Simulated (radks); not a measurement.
Exchange energies: the exact (Fock) value of the Kohn-Sham orbitals and density-functional approximations, in hartree. Species: Mo [Kr] 4d5 5s1; Au [Xe] 4f14 5d10 6s1; Sr+ [Kr] 5s1; P [Ne] 3s2 3p3; Ag [Kr] 4d10 5s1. Calculated with a radial shooting solver on a logarithmic mesh with Libxc functionals: non-relativistic Kohn-Sham, PBE, spin-polarised, spherical densities, point nucleus. Every spin shell is full or empty, so the densities are truly spherical. Functionals are evaluated on that one density, not self-consistently.

functional        Mo        Au       Sr+         P        Ag
exact       -119.804  -338.083  -101.776  -22.6052  -143.872
LDA          -113.61   -325.30   -96.244   -20.780   -136.78
PBE          -119.33   -337.06   -101.34   -22.487   -143.32
revPBE       -119.53   -337.34   -101.52   -22.584   -143.53
RPBE         -119.60   -337.46   -101.59   -22.619   -143.61
AM05         -114.07   -325.97   -96.675   -21.013   -137.28
SOGGA        -116.95   -332.09   -99.221   -21.799   -140.59
B86b         -119.87   -338.22   -101.82   -22.630   -143.94
EV93         -119.64   -336.49   -101.69   -22.910   -143.57
APBE         -120.28   -339.06   -102.18   -22.748   -144.41
TPSS         -119.60   -336.78   -101.63   -22.661   -143.56
revTPSS      -118.80   -335.16   -100.92   -22.511   -142.63
SCAN         -120.10   -338.37   -102.02   -22.671   -144.18
r2SCAN       -119.76   -337.59   -101.73   -22.615   -143.79
MS2          -119.23   -335.95   -101.31   -22.638   -143.11
MVS          -119.89   -338.42   -101.81   -22.563   -144.01
